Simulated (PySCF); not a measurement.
**Correlation energy of N³⁺ (nitrogen, charge +3)**

[He] 2s2, closed-shell 1S. Calculation: PySCF 2.14, in dyall-acv3z (15s9p4d2f, 76 functions); the spin-free X2C one-electron Hamiltonian (Gaussian nucleus). Frozen: 1s2; 2 electrons correlated; the 19 highest virtual orbitals of each spin left out.

With two correlated electrons CCSD is exact within the correlated space (frozen core and kept virtual orbitals).

| level | correlation energy (mhartree) |
| --- | --- |
| CCSD | -87.64 |

Diagnostics: T1 = 0.0072, D1 = 0.0101, largest double amplitude 0.154.

**Question.** Is a single reference adequate?

**Answer.** Not fully. A double-excitation amplitude exceeds 0.15, a sign of near-degeneracy.
